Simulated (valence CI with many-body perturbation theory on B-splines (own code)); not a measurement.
**Energy levels of Pb LI**

Calculated by relativistic CI+MBPT: four valence electrons over a frozen Dirac-Fock core [Ar] 3d10, radial functions for each j: 9 s, 9 p, 8 d, 6 f, 3 g, 1 h, with the one-electron correlation potential Σ1 (screened to all orders), the two-electron term Σ2, the three-electron term Σ3, Breit, model QED; selected single and double excitations, second order for the rest, scaled by the run's own slope (own B-spline code, finite nucleus).

No measured spectrum was set against this ion. As an estimate, large intervals hold to a few tenths of a per cent, small ones and those within an open d or f shell to about a per cent.

Levels 1 to 35 of 35, with energies above the lowest level, (4s^2 4p1/2^2) J=0. "Leading %" is the weight of the configuration and term that name the level; weights of strongly mixed levels are sums over their largest components and can fall short, so below about 35 % the name and the second component can differ from the true leading terms, or belong to a minority configuration. In the jj column 3d3/2^4 stands for four electrons in 3d with j = 3/2. Lifetimes count E1, E2, E3, M1 and M2 decay at the calculated energies, and are blank where another channel may lead or the interval is too uncertain; long ones can be off by a factor of two.

```
No.  Configuration  Term  J  E (Ry)  Leading %                Leading jj  Second component  Lifetime
  1         4s²4p²    ³P  0   0.000         69      4s^2 4p1/2^2 (100 %)    31 % 4s²4p² ¹S          
  2         4s²4p²    ³P  1  11.888        100  4s^2 4p1/2 4p3/2 (100 %)                     37.4 ns
  3         4s²4p²    ¹D  2  12.253         64   4s^2 4p1/2 4p3/2 (99 %)    35 % 4s²4p² ³P    753 ns
  4          4s4p³   ³P°  2  20.519         47   4s 4p1/2^2 4p3/2 (98 %)    28 % 4s4p³ ⁵S°   29.7 ps
  5          4s4p³   ³D°  1  21.767         33   4s 4p1/2^2 4p3/2 (94 %)    27 % 4s4p³ ¹P°   1.21 ps
  6         4s²4p²    ³P  2  24.419         64       4s^2 4p3/2^2 (99 %)    35 % 4s²4p² ¹D   15.6 ns
  7         4s²4p²    ¹S  0  25.206         68       4s^2 4p3/2^2 (99 %)    30 % 4s²4p² ³P   13.8 ns
  8        4s²4p4d   ³F°  2  25.233         74   4s^2 4p1/2 4d3/2 (99 %)  20 % 4s²4p4d ¹D°   42.0 ps
  9        4s²4p4d   ³D°  1  26.828         50   4s^2 4p1/2 4d3/2 (94 %)  28 % 4s²4p4d ¹P°    300 fs
 10        4s²4p4d   ³P°  2  28.572         44   4s^2 4p1/2 4d5/2 (94 %)  33 % 4s²4p4d ³D°   2.15 ps
 11        4s²4p4d   ³F°  3  28.657         51   4s^2 4p1/2 4d5/2 (96 %)  24 % 4s²4p4d ¹F°   2.93 ps
 12          4s4p³   ³D°  2  32.161         49   4s 4p1/2 4p3/2^2 (94 %)    44 % 4s4p³ ⁵S°   2.05 ps
 13          4s4p³   ³D°  3  32.885         95   4s 4p1/2 4p3/2^2 (95 %)                     2.87 ps
 14          4s4p³   ³P°  0  33.359         96   4s 4p1/2 4p3/2^2 (96 %)                     1.71 ps
 15        4s4p²4d    ³D  1  33.966         43   4s 4p1/2^2 4d3/2 (98 %)   40 % 4s4p²4d ⁵F   12.6 ps
 16          4s4p³   ³P°  1  33.984         45   4s 4p1/2 4p3/2^2 (95 %)    20 % 4s4p³ ³D°    975 fs
 17          4s4p³   ¹D°  2  34.142         70   4s 4p1/2 4p3/2^2 (91 %)    15 % 4s4p³ ³D°    677 fs
 18          4s4p³   ³S°  1  34.267         36   4s 4p1/2 4p3/2^2 (97 %)    23 % 4s4p³ ³D°    519 fs
 19        4s4p²4d    ³D  2  34.281         30   4s 4p1/2^2 4d3/2 (96 %)   20 % 4s4p²4d ⁵F   12.7 ps
 20        4s4p²4d    ³D  3  37.120         34   4s 4p1/2^2 4d5/2 (96 %)   20 % 4s4p²4d ⁵D   2.47 ps
 21        4s4p²4d    ³F  2  37.785         27   4s 4p1/2^2 4d5/2 (94 %)   22 % 4s4p²4d ¹D   2.42 ps
 22        4s²4p4d   ³D°  2  38.485         50   4s^2 4p3/2 4d3/2 (91 %)  22 % 4s²4p4d ¹D°    342 fs
 23        4s²4p4d   ³P°  1  38.637         55   4s^2 4p3/2 4d3/2 (94 %)  35 % 4s²4p4d ³D°    398 fs
 24        4s²4p4d   ³P°  0  38.654         95   4s^2 4p3/2 4d3/2 (95 %)                      420 fs
 25        4s²4p4d   ³F°  3  38.657         44   4s^2 4p3/2 4d3/2 (94 %)  35 % 4s²4p4d ¹F°    462 fs
 26        4s²4p4d   ³F°  4  40.207         99   4s^2 4p3/2 4d5/2 (99 %)                     33.8 ns
 27        4s²4p4d   ³P°  2  40.572         43   4s^2 4p3/2 4d5/2 (94 %)  39 % 4s²4p4d ¹D°   4.21 ps
 28        4s²4p4d   ³D°  3  41.731         59   4s^2 4p3/2 4d5/2 (95 %)  39 % 4s²4p4d ¹F°    907 fs
 29        4s²4p4d   ¹P°  1  41.977         63   4s^2 4p3/2 4d5/2 (96 %)  23 % 4s²4p4d ³P°   1.49 ps
 30            4p⁴    ³P  2  42.754         58    4p1/2^2 4p3/2^2 (86 %)       28 % 4p⁴ ¹D    773 fs
 31        4s²4p4f    ³G  3  43.055         68   4s^2 4p1/2 4f5/2 (94 %)   18 % 4s²4p4f ¹F   4.28 ps
 32            4p⁴    ¹S  0  43.395         56    4p1/2^2 4p3/2^2 (87 %)       32 % 4p⁴ ³P    841 fs
 33        4s²4p4f    ³F  2  43.570         45   4s^2 4p1/2 4f5/2 (94 %)   28 % 4s²4p4f ¹D   3.40 ps
 34        4s²4p4f    ³D  3  44.131         48   4s^2 4p1/2 4f7/2 (93 %)   28 % 4s²4p4f ³F   3.51 ps
 35        4s²4p4f    ³G  4  44.144         41   4s^2 4p1/2 4f7/2 (93 %)   27 % 4s²4p4f ¹G   5.32 ps
```

The ionisation energy to 4s²4p ²P°1/2 of the next ion comes out as 2967 eV (NIST: 2965 ± 4 eV (theoretical)). All 35 levels together are meant to be complete up to 44.777 Ry.
